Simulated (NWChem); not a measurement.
Species: MgHF; SMILES [F][MgH]

All runs: NWChem. Structure relaxed at the PBE0/def2-SVP level. Core excitations by TDA in a window of 1s orbitals, non-relativistic and unshifted: absolute energies depend strongly on the exact-exchange share.

Question: What does the run give for F K edge, BHandHLYP/cc-pVTZ? Quantities: first 1s excitation (eV); dipole oscillator strength of the first; first state with f > 0.002 (eV); dipole oscillator strength of that state.

Answer: 
```json
{
  "first 1s excitation (eV)": "681.7",
  "dipole_oscillator_strength_of_the_first": "0.0054",
  "first state with f > 0.002 (eV)": "681.7",
  "dipole_oscillator_strength_of_that_state": "0.0054"
}
```
